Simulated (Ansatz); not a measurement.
Z-matrix (Å, degrees):
```
Ga
S 1 2.188
Br 1 2.280 2 119.6
S 1 2.185 2 122.8 3 180.0
H 2 1.344 1 92.8 3 -0.0
H 4 1.345 1 93.2 2 0.0
```

Total charge 0; spin multiplicity 1.

(1) List the ωB97M-V/def2-TZVPP orbital energies in eV (Ansatz 0.2.0). (Best estimate.)

Results:

(1) Computed: Occupied: -13156.81, -10154.98, -2427.29, -2427.29, -1709.14, -1537.33, -1537.28, -1537.28, -1258.43, -1112.61, -1112.53, -1112.51, -241.98, -221.27, -221.26, -181.65, -181.49, -181.47, -164.37, -164.36, -164.30, -164.29, -164.21, -164.19, -155.83, -108.28, -108.12, -108.08, -75.03, -74.98, -74.96, -74.84, -74.84, -27.44, -27.34, -27.31, -27.29, -27.26, -24.26, -23.37, -23.07, -15.41, -14.35, -13.58, -11.67, -11.62, -11.40, -10.59, -10.48, -10.06. Lowest empty: 0.53, 0.63, 1.70, 2.34, 3.04, 3.86, 4.93, 5.46.
